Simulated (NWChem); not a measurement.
TiH2SO2; SMILES [OH][Ti]([OH])=[S]

```xyz
6

Ti    -0.4651     0.0277     0.2158
S      0.0745    -0.0384     2.2296
O     -0.0741    -1.4670    -0.7201
H      0.2688    -2.2929    -0.3322
O     -0.0737     1.5803    -0.6203
H      0.2695     2.3789    -0.1792
```
Atoms are numbered in this order, from 1.

Level: PBE-D3(BJ)/def2-SVP (NWChem), optimised geometry, unscaled harmonic frequencies. 

| frequency (cm⁻¹) | IR intensity (km/mol) |
|---|---|
| 111 | 10.5 |
| 167 | 11.0 |
| 205 | 7.0 |
| 425 | 5.5 |
| 443 | 214.5 |
| 501 | 160.8 |
| 510 | 79.1 |
| 590 | 66.7 |
| 734 | 170.9 |
| 792 | 156.8 |
| 3746 | 277.6 |
| 3749 | 24.2 |

| Quantity | Result |
|---|---|
| zero-point energy | 17.1 kcal/mol |
| thermal correction to the enthalpy at 298.15 K (with zero-point energy) | 21.5 kcal/mol |
| heat capacity Cv | 19.4 cal/(mol K) |
| entropy at 298.15 K and 1 atm (symmetry number 1) | 78.2 cal/(mol K) |
| dipole moment | 2.19 D |

Rigid rotor and harmonic oscillator.
